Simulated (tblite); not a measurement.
Species: C₉H₇N.
SMILES: `c1cncc2cccc-2c1`

Computed geometry: GFN2-xTB, gas phase.

Masses are those of the commonest isotopes; rigid-rotor values at the optimised geometry. 

Task: What are A, B and C (cm⁻¹)?

Result: Ia = 171.46, Ib = 391.91, Ic = 563.36 u·Å²; 505379 MHz·u·Å²/I gives 2948, 1290 and 897.1 MHz, that is A = 0.09832, B = 0.04301, C = 0.02992 cm⁻¹.

Task: What kind of rotor is it?

Result: An asymmetric top: κ = (2 × 1290 − 2948 − 897.1)/(2948 − 897.1) = -0.62.

Task: Is it planar, by Δ = Ic − Ia − Ib?

Result: Planar: Δ = Ic − Ia − Ib = 0.00 u·Å². For a rigid frame Δ = −2 Σ m c², so it vanishes when all atoms lie in the ab plane; here none is more than 0.01 Å from it.

Task: List the rotational levels J(Ka,Kc) to J = 5 (MHz).

Result: Above 0(0,0):
J = 1: 1(0,1) 2187, 1(1,1) 3845, 1(1,0) 4237
J = 2: 2(0,2) 6498, 2(1,2) 7825, 2(1,1) 9003, 2(2,1) 13977, 2(2,0) 14039
J = 3: 3(0,3) 12820, 3(1,3) 13761, 3(1,2) 16109, 3(2,2) 20537, 3(2,1) 20836, 3(3,1) 29844, 3(3,0) 29850
J = 4: 4(0,4) 21023, 4(1,4) 21615, 4(1,3) 25497, 4(2,3) 29235, 4(2,2) 30077, 4(3,2) 38698, 4(3,1) 38740, 4(4,1) 51582, 4(4,0) 51583
J = 5: 5(0,5) 31016, 5(1,5) 31353, 5(1,4) 37074, 5(2,4) 40031, 5(2,3) 41810, 5(3,3) 49786, 5(3,2) 49952, 5(4,2) 62653, 5(4,1) 62657, 5(5,1) 79214, 5(5,0) 79214

Task: Estimate the classical rotational partition function at 10 K, 50 K and 298.15 K.

Result: Point group Cs, symmetry number σ = 1; q = (√π/σ)·√((kT/h)³/(ABC)), k/h = 20836.6 MHz/K: 2890 at 10 K, 32300 at 50 K, 470000 at 298.15 K.

Its GFN2-xTB frequencies are all real (lowest 70 cm⁻¹). These are rigid-rotor constants of the computed structure; measured ground-state constants (B0) also hold zero-point vibration.
